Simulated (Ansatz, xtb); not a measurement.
# Relative energy of two isomers of C4H3FN2O

Structure I: `O=Cn1ccnc1F`, a singlet. Structure II: `O=Cc1cnc(F)[nH]1`, a singlet. Both are isolated molecules in the gas phase, relaxed with r2SCAN-D4/def2-SVP; each stands in its lowest conformer found.

I (Å):

```xyz
11

C    -1.0538    0.4165   -1.1925
C    -0.0101    1.6135    0.7534
C     0.3496    1.1753    1.9973
C    -0.4477   -0.5316    1.0417
F    -0.8767   -1.7317    0.7170
N    -0.5403    0.4880    0.1117
N     0.0677   -0.1782    2.1639
O    -1.0921    1.3637   -1.9297
H    -1.4102   -0.6081   -1.4425
H     0.0400    2.5712    0.2418
H     0.8022    1.7514    2.8037
```

II (Å):

| atom | x (Å) | y (Å) | z (Å) |
| --- | --- | --- | --- |
| C | -1.0072 | 0.8574 | -1.2651 |
| C | -0.3722 | 0.7193 | 0.0278 |
| C | 0.8814 | 1.0392 | 0.5399 |
| C | -0.1939 | 0.1741 | 2.1339 |
| F | -0.5505 | -0.2988 | 3.3028 |
| N | 0.9750 | 0.6917 | 1.8567 |
| N | -1.0541 | 0.1535 | 1.0979 |
| O | -2.1507 | 0.4923 | -1.4803 |
| H | -0.3693 | 1.3259 | -2.0569 |
| H | 1.7144 | 1.5043 | 0.0113 |
| H | -2.0097 | -0.1911 | 1.0540 |

Energies in hartree; the thermal terms are from GFN2-xTB frequencies at re-optimised GFN2-xTB minima (ideal gas, soft modes damped towards free rotors, one conformer each, 298.15 K, 1 atm) and include the zero-point energy:

```
                              I           II
E, CCSD(T)/def2-SVP  −437.324866  −437.326571
    E, MP2/def2-SVP  −437.253550  −437.257174
  E, MP2/def2-TZVPP  −438.058445  −438.064007
  zero-point energy     0.069965     0.070032
       H(298 K) − E     0.077382     0.077496
       G(298 K) − E     0.039028     0.038992
```

Correct the CCSD(T) difference for the basis set by the MP2 change, then work out ΔE, ΔE₀, ΔH and ΔG for I → II in kJ/mol (1 Eh = 2625.50 kJ/mol) and the equilibrium ratio [II]/[I].

1. Differences II − I: CCSD(T) −0.001705, MP2 in the small set −0.003624, MP2 in the large set −0.005562 Eh.
2. ΔE = −0.001705 + (−0.005562 − (−0.003624)) = −0.003643 Eh = −9.56 kJ/mol.
3. ΔE₀ = ΔE + ΔZPE = −0.003643 + (+0.000067) Eh = −9.39 kJ/mol.
4. ΔH = ΔE + (+0.000114) Eh = −9.27 kJ/mol.
5. ΔG = ΔE + (−0.000036) Eh = −9.66 kJ/mol, so ΔS = (ΔH − ΔG)/T = +1.3 J/(mol K).
6. kT = 0.9442 mEh, so K = [II]/[I] = exp(−ΔG/kT) = exp(+3.90) ≈ 49.

Structure II is favoured at this temperature. An error of 4 kJ/mol in ΔG would change K by a factor of 5. GFN2-xTB, HF/STO-3G gave ΔE the other sign. Mirror images and further conformers aren't counted.

As drawn, II has 1 C–C, 1 N–H in place of 1 C–N, 1 C–H.

Other levels gave ΔE = +20.4 (GFN2-xTB); +12.6 (HF/STO-3G, GFN2-xTB geometries); −16.8 (r2SCAN-D4/def2-SVP//GFN2-xTB); −15.6 (r2SCAN-D4/def2-SVP); −3.2 (HF/def2-SVP); −9.5 (MP2/def2-SVP); −4.5 (CCSD(T)/def2-SVP) kJ/mol. The correlated steps freeze 8 core orbitals. Programs: Ansatz 0.2.0, xtb 6.7.1.
